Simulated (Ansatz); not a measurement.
Consider the redistribution: `N[Si@H](Cl)[Si@@H](N)F` + `OB[O][SnH3]` → `N[SiH](F)[O][SnH3]` + `N[SiH](Cl)BO`.

Computed with Ansatz on PBE0-D4/def2-TZVP structures; ΔE is electronic, products minus reactants. CCSD(T)/CBS is the MP2 limit (def2-TZVPP, def2-QZVPP) plus CCSD(T) − MP2 in def2-TZVPP, frozen cores. Functionals use def2-TZVPP. B3LYP here is the variant with VWN-RPA as its local correlation; programs differ in this. Elements past krypton have def2 core potentials. For Sn outer-core shells are correlated without core-valence functions, which leaves a few kJ/mol of doubt a bond. Each species was taken in one conformer, which may not be the lowest.

`N[Si@H](Cl)[Si@@H](N)F`:

```xyz
12

N    -0.198    1.919   -0.536
Si    0.373    1.022    0.791
F    -0.205    1.480    2.220
Si   -0.330   -1.172    0.389
N     0.661   -1.860   -0.815
Cl   -2.337   -0.955   -0.165
H    -1.136    1.781   -0.877
H     0.155    2.835   -0.760
H     1.840    1.227    0.869
H    -0.350   -2.105    1.538
H     0.908   -1.326   -1.634
H     0.619   -2.846   -1.019
```

`OB[O][SnH3]`:

Z-matrix (Å, degrees):
```
Sn
O 1 1.992
H 1 1.701 2 107.9
H 1 1.702 2 101.7 3 -118.5
H 1 1.701 2 107.9 3 123.0
B 2 1.339 1 121.4 3 -61.4
O 6 1.375 2 118.9 1 0.0
H 6 1.203 2 120.6 1 180.0
H 7 0.958 6 113.6 2 180.0
```

`N[SiH](F)[O][SnH3]`:

Cartesian coordinates in Å:
```
N 0.370 -1.646 -0.283
Si 1.045 -0.456 0.745
F 0.457 -0.822 2.186
O 0.594 1.010 0.257
Sn -1.148 1.543 -0.513
H 0.627 -1.689 -1.256
H 0.173 -2.564 0.081
H 2.516 -0.453 0.883
H -1.129 1.032 -2.139
H -2.378 0.807 0.403
H -1.128 3.237 -0.365
```

`N[SiH](Cl)BO`:

Cartesian coordinates in Å:
```
N -0.917 -0.251 -1.449
Si 0.155 -0.866 -0.276
Cl 2.138 -1.070 -0.923
B 0.298 0.415 1.280
O -0.092 1.691 1.062
H -0.938 0.741 -1.629
H -1.171 -0.781 -2.267
H -0.262 -2.255 0.036
H 0.751 0.102 2.350
H 0.039 2.273 1.816
```

Question: Is it downhill or uphill in electronic energy at CCSD(T)/CBS, and by how much? (Estimate.)

Answer: Computed: Uphill: ΔE = +5.6 kcal/mol.

Question: What do these levels give: PBE-D4, r2SCAN-D4, PBE0-D4, B3LYP-D4, ωB97X-V, ωB97M-V, MP2/def2-TZVPP, SCS-MP2/def2-TZVPP, CCSD/def2-TZVPP, MP2/def2-QZVPP, SCS-MP2/def2-QZVPP, HF/CBS(def2)? (Best estimate.)

Answer: The calculation gave: PBE-D4 9.7, r2SCAN-D4 7.3, PBE0-D4 8.3, B3LYP-D4 7.4, ωB97X-V 6.5, ωB97M-V 6.2, MP2/def2-TZVPP 5.5, SCS-MP2/def2-TZVPP 4.8, CCSD/def2-TZVPP 5.1, MP2/def2-QZVPP 5.4, SCS-MP2/def2-QZVPP 4.7, HF/CBS(def2) 3.2 kcal/mol.

Largest T1 diagnostic among the species: 0.014.

In def2-TZVPP, CCSD(T) changes the Hartree–Fock value by +2.0 kcal/mol (the triples alone add +0.5 kcal/mol) and MP2 by +2.0 kcal/mol. From PBE to PBE0 (25 % exact exchange), in def2-TZVPP and without D4, ΔE moves by −1.3 kcal/mol.
